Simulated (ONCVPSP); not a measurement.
# Transferability test, ONCV potential for In

indium (In), optimised norm-conserving Vanderbilt (ONCV), made with ONCVPSP 4.0.1 (LDA (Perdew-Wang 92), scalar-relativistic). Core [Kr] 4d10, reference 5s2 5p1. Waves: 5s: rc 2.10 bohr, ncon 4, nbas 8, qcut 2.6 1/bohr, local; 5p: rc 3.05 bohr, ncon 4, nbas 8, qcut 3 1/bohr, 2 projectors, debl 3.6 Ha; d scattering state at 0.16 Ha: rc 3.30 bohr, ncon 4, nbas 7, qcut 2.7 1/bohr, 2 projectors, debl 1.9 Ha. Local part: the s channel. Core correction: Teter function, fcfact 5.25, rcfact 1.1.

Energies are relative to the spin-unpolarised reference configuration 5s2 5p1; without spin polarisation the order of configurations can differ from experiment.

**Question.** Give the all-electron excitation energy and the error of the potential for: 5s2 5p0; 5s1 5p0; 5s2 5p0.5; 5s1 5p1.

**Answer.**

```
valence configuration  charge  ΔE all-electron (eV)  error AE − PS (meV)
              5s2 5p0      +1                 5.589                 +5.0
              5s1 5p0      +2                25.244                  -11
            5s2 5p0.5    +0.5                 2.043                 +0.8
              5s1 5p1      +1                12.285                 -9.6
```

Note: ghosts flagged at negative energy: p at -46.3 eV; GHOST(+) flagged for p at 524.2 eV. A true bound ghost makes a file unfit for plane-wave use.
